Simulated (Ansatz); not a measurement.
The inner images of a band of C2H7AsSi (11 atoms, charge 0, multiplicity 1) are given out of order.

The calculation used RKS B3LYP/def2-SVP (Ansatz).

Initial state:

```xyz
11
Properties=species:S:1:pos:R:3
C -1.122 1.402 -0.074
As 0.379 0.760 1.085
C 0.152 -1.254 0.708
Si 1.409 -0.616 -0.513
H -2.045 1.411 0.526
H -0.902 2.430 -0.397
H -1.278 0.775 -0.963
H 0.504 -1.870 1.544
H -0.851 -1.546 0.373
H 2.821 -1.037 -0.330
H 0.999 -0.513 -1.938
```

Final state:

```xyz
11
Properties=species:S:1:pos:R:3
C -1.193 1.325 -0.315
As 0.645 0.605 -0.254
C 0.288 -1.285 0.408
Si 1.266 -1.779 -1.160
H -1.714 1.171 0.639
H -1.153 2.399 -0.553
H -1.731 0.806 -1.121
H 0.695 -1.415 1.420
H -0.794 -1.477 0.390
H 2.643 -1.569 -0.516
H 1.112 1.162 1.082
```

Put them in order from the first end to the last, with their energies above the first end.
A.
```xyz
11
Properties=species:S:1:pos:R:3
C -1.209 1.315 -0.358
As 0.170 0.597 0.908
C 0.310 -1.408 0.597
Si 1.097 -1.271 -1.124
H -1.850 1.962 0.258
H -0.768 1.916 -1.166
H -1.825 0.521 -0.802
H 0.882 -1.775 1.464
H -0.723 -1.785 0.655
H 2.533 -1.174 -0.593
H 1.448 1.044 0.181
```
B.
```xyz
11
Properties=species:S:1:pos:R:3
C -1.156 1.315 -0.176
As 0.482 0.674 0.758
C 0.188 -1.260 0.604
Si 1.295 -1.157 -1.005
H -1.887 1.627 0.585
H -0.906 2.185 -0.801
H -1.596 0.527 -0.803
H 0.628 -1.805 1.449
H -0.864 -1.527 0.449
H 2.631 -1.198 -0.259
H 1.250 0.561 -0.780
```
C.
```xyz
11
Properties=species:S:1:pos:R:3
C -1.202 1.374 -0.366
As 0.514 0.463 -0.071
C 0.275 -1.421 0.496
Si 1.285 -1.584 -1.186
H -1.691 1.719 0.554
H -0.993 2.229 -1.024
H -1.858 0.673 -0.901
H 0.729 -1.656 1.468
H -0.773 -1.752 0.459
H 2.627 -1.258 -0.520
H 1.152 1.156 1.111
```
D.
```xyz
11
Properties=species:S:1:pos:R:3
C -1.106 1.341 -0.099
As 0.369 0.710 1.118
C 0.118 -1.276 0.678
Si 1.391 -0.637 -0.515
H -1.940 1.645 0.551
H -0.795 2.206 -0.702
H -1.464 0.548 -0.774
H 0.553 -1.903 1.467
H -0.899 -1.581 0.413
H 2.788 -1.079 -0.307
H 1.052 -0.032 -1.810
```
E.
```xyz
11
Properties=species:S:1:pos:R:3
C -1.118 1.328 -0.127
As 0.442 0.665 0.935
C 0.123 -1.229 0.676
Si 1.354 -1.065 -0.806
H -1.904 1.630 0.584
H -0.838 2.204 -0.730
H -1.522 0.548 -0.789
H 0.585 -1.854 1.451
H -0.897 -1.547 0.435
H 2.731 -1.034 -0.211
H 1.109 0.298 -1.397
```
F.
```xyz
11
Properties=species:S:1:pos:R:3
C -1.238 1.379 -0.425
As 0.237 0.407 0.421
C 0.328 -1.575 0.611
Si 1.149 -1.315 -1.132
H -1.828 1.929 0.321
H -0.827 2.061 -1.181
H -1.864 0.628 -0.925
H 0.834 -1.846 1.549
H -0.722 -1.901 0.636
H 2.542 -1.055 -0.540
H 1.454 1.230 0.686
```
G.
```xyz
11
Properties=species:S:1:pos:R:3
C -1.188 1.292 -0.242
As 0.340 0.658 0.879
C 0.234 -1.313 0.590
Si 1.206 -1.085 -1.065
H -1.869 1.870 0.399
H -0.805 1.949 -1.036
H -1.738 0.459 -0.703
H 0.734 -1.820 1.426
H -0.815 -1.629 0.513
H 2.586 -1.215 -0.411
H 1.380 0.777 -0.330
```

D (+14.6 kJ/mol), E (+76.2 kJ/mol), B (+80.7 kJ/mol), G (+91.8 kJ/mol), A (+111.9 kJ/mol), F (+198.3 kJ/mol), C (+128.9 kJ/mol).

Run time: 3.5 min on 2 threads of AMD EPYC 9R45 96-Core Processor (Zen 5) (shared host), peak memory 0.33 GiB.
